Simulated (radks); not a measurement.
Ir4+, 73 electrons, occupied as [Xe] 4f14 5d5. All-electron calculation, scalar-relativistic Kohn-Sham, LDA (Slater exchange, Perdew-Wang correlation), spin-polarised, spherical densities, finite nucleus; open shells are filled with parallel spins first (spin-orbit coupling, left out, can overturn this in heavy ions); Fermi nuclear charge, rms radius 5.4032 fm. Program: a radial shooting solver on a logarithmic mesh with Libxc functionals.

Normalised radial functions P(r) = r R(r), r in bohr:

```
   r/bohr * 5d up (the largest magnitude, 0.917, reaches the edge; | marks zero)
 0.001151                             *
 0.001329                             *
 0.001523                             *
 0.001759                             *
 0.002031                             *
 0.002327                             *
 0.002688                             *
 0.003104                             *
 0.003585                             *
 0.004107                             *
 0.004743                             *
 0.005477                             *
 0.006275                             *
 0.007247                             *
  0.00837                             *
 0.009666                             *
  0.01107                             *
  0.01279                             *
  0.01477                             *
  0.01692                             *
  0.01954                             |*
  0.02257                             |*
  0.02607                             |*
  0.02986                             |*
  0.03449                             | *
  0.03983                             |  *
  0.04563                             |  *
   0.0527                             |   *
  0.06086                             |    *
  0.07029                             |      *
  0.08053                             |       *
    0.093                             |       *
   0.1074                             |        *
   0.1231                             |       *
   0.1421                             |      *
   0.1641                             |    *
   0.1895                             |*
   0.2172                           * |
   0.2508                      *      |
   0.2896                   *         |
   0.3318                *            |
   0.3832                *            |
   0.4426                  *          |
   0.5111                       *     |
   0.5856                             *
   0.6763                             |      *
    0.781                             |              *
   0.8948                             |                    *
    1.033                             |                        *
    1.193                             |                          *
    1.378                             |                          *
    1.579                             |                       *
    1.824                             |                    *
    2.106                             |               *
    2.413                             |          *
    2.787                             |      *
    3.218                             |   *
    3.717                             | *
    4.258                             |*
    4.918                             *
```

5d up: eigenvalue -52.198 eV, 2 radial nodes at r = 0.200, 0.586 bohr, <r> = 1.48 bohr, 90 % of the charge inside 2.20 bohr.
